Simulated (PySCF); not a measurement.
B⁺: excitation energy

B⁺ [He] 2s2 (1S) → B⁺ [He] 2s1 3d1 (3D), as a difference of total energies. All numbers are calculated (PySCF 2.14, the non-relativistic Hamiltonian (point nucleus), in aug-cc-pV5Z (7s6p5d4f3g2h, 127 functions)). Correlated levels: valence: 1s2 frozen. The calculations carry no spin-orbit coupling.

```tsv
method	excitation energy (eV)
UHF	17.191
LDA	17.541
PBE	17.436
PBE0	17.592
r2SCAN	17.433
MN15	17.889
wB97X-V	18.083
HSE06	17.567
MP2 (valence)	18.144
SCS-MP2 (valence)	18.422
```

**Question.** How much does correlation contribute at MP2 (valence)?

**Answer.** 18.144 − (17.191) = 0.953 eV, measured against UHF.

The promoted electron is Rydberg-like, and one or two diffuse shells describe it only roughly, which tends to raise the upper state.
